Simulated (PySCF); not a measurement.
Two species compared at the same levels of theory.

First species: C4H6F2S2.
Numbering: `[F:1][C@@H:2]1[CH2:3][C@@H:4]([F:5])[S:6][CH2:7][S:8]1` (hydrogens: H9 on C2; H10, H11 on C3; H12 on C4; H13, H14 on C7)

Second species: C4H6F2S2.
SMILES: `FC(C1SCCS1)F`

Levels: PBE0/def2-SVPD for HOMO energy, LUMO energy, HOMO–LUMO gap and static isotropic polarisability; TDDFT PBE0/def2-SVPD for lowest singlet excitation; TDA PBE0/def2-SVPD for lowest triplet excitation (Tamm–Dancoff). Geometries: GFN2-xTB. Each structure is a single optimised conformer of the isolated species, non-relativistic unless stated. Electronic properties by PySCF.

Values for the first species:

```
HOMO energy                              : -6.81 eV
LUMO energy                              : -0.30 eV
HOMO–LUMO gap                            : 6.51 eV
Lowest singlet excitation                : 5.04 eV
Lowest triplet excitation (Tamm–Dancoff) : 4.53 eV
Static isotropic polarisability          : 86.8 au
```

(1) Estimate the same properties for the second species, and the change in each.

Results:

(1) 
```csv
property,first,second,second less first
HOMO energy,-6.81 eV,-7.05 eV,-0.24 eV
LUMO energy,-0.30 eV,-0.47 eV,-0.17 eV
HOMO–LUMO gap,6.51 eV,6.58 eV,+0.07 eV
lowest singlet excitation,5.04 eV,5.06 eV,+0.02 eV
lowest triplet excitation (Tamm–Dancoff),4.53 eV,4.62 eV,+0.09 eV
static isotropic polarisability,86.8 au,86.1 au,-0.7 au
```

On the first: In wavenumbers S1 is 40700 cm⁻¹ (1 eV = 8065.54 cm⁻¹). The polarisability is 12.87 Å³ as a volume (1 au = 0.148185 Å³), or 1.09 au for each of the 80 electrons.

On the second: S1 lies 1.52 eV below the HOMO–LUMO gap; its leading configuration is HOMO→LUMO, weight 0.90. The 6 singlets span 5.06 to 6.57 eV, and their oscillator strengths add up to 0.07.
